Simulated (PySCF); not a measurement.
**Core-level binding energies of `CC(=O)[Si@@H]1CC[SiH2]N1`**

Species: C₄H₁₁NOSi₂.
Cartesian coordinates in Å at the PBE0-D3(BJ)/def2-SVP level; atoms count from 1:
```xyz
19
C4H11NOSi2 angstrom
C      2.6350    0.6835   -0.5136
C      2.0896   -0.3475    0.4382
O      2.7517   -1.2910    0.8181
Si     0.2518   -0.2785    1.0330
C     -0.7989   -1.4137   -0.0624
C     -2.2057   -0.7993   -0.1992
Si    -2.0250    1.0835   -0.2439
N     -0.5655    1.2292    0.7073
H      3.6748    0.4456   -0.7791
H      2.0106    0.7267   -1.4213
H      2.5789    1.6849   -0.0560
H      0.2708   -0.6621    2.4779
H     -0.3057   -1.4586   -1.0493
H     -0.8253   -2.4485    0.3139
H     -2.7492   -1.1969   -1.0716
H     -2.8158   -1.0437    0.6874
H     -3.1849    1.8039    0.3703
H     -1.8705    1.6155   -1.6383
H     -0.2563    2.1149    1.0916
```

Computed, not measured: PySCF, delta-SCF UKS SCAN, pcX-2 on the ionised atom, pcseg-1 elsewhere, spin-free X2C. These are vertical core ionisation energies against the vacuum level, from separate self-consistent calculations with and without the core hole.

Q: What binding energy does each computed site have?

A: 
| atom(s) | bonded to | level | binding energy (eV) | 2p1/2 (eV) | above the level's lowest (eV) | count |
| --- | --- | --- | --- | --- | --- | --- |
| C1 | C and 3 H | C 1s | 290.85 | – | +0.62 | 1 |
| C2 | O (double bond), C and Si | C 1s | 292.50 | – | +2.27 | 1 |
| O3 | C (double bond) | O 1s | 537.40 | – | 0.00 | 1 |
| Si4 | N, 2 C and H | Si 2p3/2 | 106.53 | 107.16 | 0.00 | 1 |
| Si4 | N, 2 C and H | Si 1s | 1846.36 | – | 0.00 | 1 |
| C5 | C, 2 H and Si | C 1s | 290.23 | – | 0.00 | 1 |
| C6 | C, 2 H and Si | C 1s | 290.26 | – | +0.03 | 1 |
| Si7 | N, C and 2 H | Si 2p3/2 | 106.73 | 107.36 | +0.20 | 1 |
| Si7 | N, C and 2 H | Si 1s | 1846.59 | – | +0.23 | 1 |
| N8 | H and 2 Si | N 1s | 404.05 | – | 0.00 | 1 |

Lowest listed C 1s: C5, bonded to C, 2 H and Si. Highest, 2.27 eV above it: C2, bonded to O (double bond), C and Si. Summing the Pauling electronegativity differences to the bonded atoms, each weighted by its formal bond order, gives -1.35 for the lowest site and +1.13 for the highest; no listed site has a larger sum than the highest. The values 290.23 and 290.26 eV lie too close for their order to be trusted.

The 2 Si 1s values lie within 0.23 eV of each other; Gaussian lines of 0.5 eV full width would blend them into one maximum.

The 2 Si 2p3/2 values lie within 0.20 eV of each other.

Q: Which effective nuclear charge Zeff reproduces each element's mean 1s value in the hydrogen-like formula E = 13.606 eV × Zeff²?

A: C (Z = 6): mean 291.0 eV, Zeff = 4.62, Z − Zeff = 1.38; N (Z = 7): mean 404.1 eV, Zeff = 5.45, Z − Zeff = 1.55; O (Z = 8): mean 537.4 eV, Zeff = 6.28, Z − Zeff = 1.72; Si (Z = 14): mean 1846.5 eV, Zeff = 11.65, Z − Zeff = 2.35. Means run over the listed sites, weighted by atom count.

Q: Which photon energy gives electrons from Si 2p3/2 of Si4 a kinetic energy of 200 eV, and what is their de Broglie wavelength?

A: hν = 106.53 + 200 = 306.53 eV, recoil neglected; λ = 12.264 Å/√(E/eV) = 0.87 Å.

Spin contamination (⟨S²⟩ against 0.75 for a pure doublet) is marked for C 1s of C2 (0.88), which makes this value less certain. 2p3/2 and 2p1/2 are the ΔSCF energy of one spin-free 2p hole plus the eigenvalues of a spin–orbit and ligand-field matrix of the shell. 2p1/2 minus 2p3/2 (ligand field included): Si 0.62 eV. One conformer (not necessarily the lowest) at the PBE0-D3(BJ)/def2-SVP geometry, without solvent, vibrations or thermal averaging.
